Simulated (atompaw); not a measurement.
## Reading a pseudo-wave (S)

Columns: radius, all-electron u(r) and pseudo u(r) of the 3s shell (level -22.25 eV) of sulfur in the configuration [Ne] 3s2 3p3.5; LDA (PW92), scalar-relativistic, PAW (atompaw) scheme, atompaw 4.2.0.5.

| r (bohr) | all-electron | pseudo |
| --- | --- | --- |
| 0.071 | 0.1983 | 0.0915 |
| 0.142 | -0.0504 | 0.1819 |
| 0.213 | -0.2850 | 0.2702 |
| 0.285 | -0.4042 | 0.3564 |
| 0.356 | -0.4101 | 0.4371 |
| 0.427 | -0.3366 | 0.5129 |
| 0.498 | -0.2149 | 0.5828 |
| 0.569 | -0.0694 | 0.6464 |
| 0.640 | 0.0824 | 0.7030 |
| 0.712 | 0.2310 | 0.7531 |
| 0.783 | 0.3652 | 0.7951 |
| 0.854 | 0.4833 | 0.8297 |
| 0.925 | 0.5836 | 0.8569 |
| 0.996 | 0.6661 | 0.8771 |
| 1.067 | 0.7313 | 0.8905 |
| 1.138 | 0.7805 | 0.8975 |
| 1.210 | 0.8156 | 0.8987 |
| 1.281 | 0.8374 | 0.8945 |
| 1.352 | 0.8481 | 0.8856 |
| 1.423 | 0.8493 | 0.8725 |
| 1.494 | 0.8426 | 0.8558 |
| 1.565 | 0.8293 | 0.8360 |
| 1.637 | 0.8104 | 0.8132 |
| 1.708 | 0.7876 | 0.7885 |
| 1.779 | 0.7616 | 0.7617 |
| 1.850 | 0.7332 | 0.7332 |

(1) How many radial nodes do the two functions have?

(2) Is the pseudo-wave norm-conserving?

## Answers

(1) The all-electron 3s function has n − l − 1 = 2; the pseudo-wave has 0, since the states of the same l below it are removed with the core.

(2) No, it belongs to a PAW set: the norm inside the radius is not constrained, and the difference is carried by the augmentation charge.
